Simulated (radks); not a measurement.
The numbers below are computed, except where a source is named.
Pd1.5+, configuration [Kr] 4d7.5 5p1 (fractional occupations, a model configuration).

Code: a radial shooting solver on a logarithmic mesh with Libxc functionals. Model: scalar-relativistic Kohn-Sham, r2SCAN, spin-unpolarised, spherical densities, finite nucleus; meta-GGA in the generalised Kohn-Sham scheme; Fermi nuclear charge, rms radius 4.5318 fm.

Energy parts (hartree):
total: -5045.35940
kinetic: 5233.45074
electron-nucleus: -12153.14094
Hartree: 2017.83065
exchange-correlation: -143.49986

Orbitals (lengths in bohr, moments of r in powers of bohr):
orbital,occ.,eigenvalue (hartree),<r>
1s,2,-890.7627,0.03186
2s,2,-131.3390,0.1383
2p,6,-117.7430,0.1206
3s,2,-24.63726,0.3784
3p,6,-20.13060,0.3781
3d,10,-12.99169,0.3576
4s,2,-4.11663,0.9435
4p,6,-2.81752,1.031
4d,7.5,-0.95502,1.348
5p,1,-0.42218,3.272

The highest occupied level is 5p at -11.488 eV. The density falls to 0.001 e/bohr^3 at r = 4.18 bohr. Summed over all electrons, <r^2> = 40.71 bohr^2, which gives a Langevin (diamagnetic) susceptibility term of -32.2 x 10^-6 cm^3/mol. The electron density at the nucleus is 1.359e+05 e/bohr^3 (large components only).
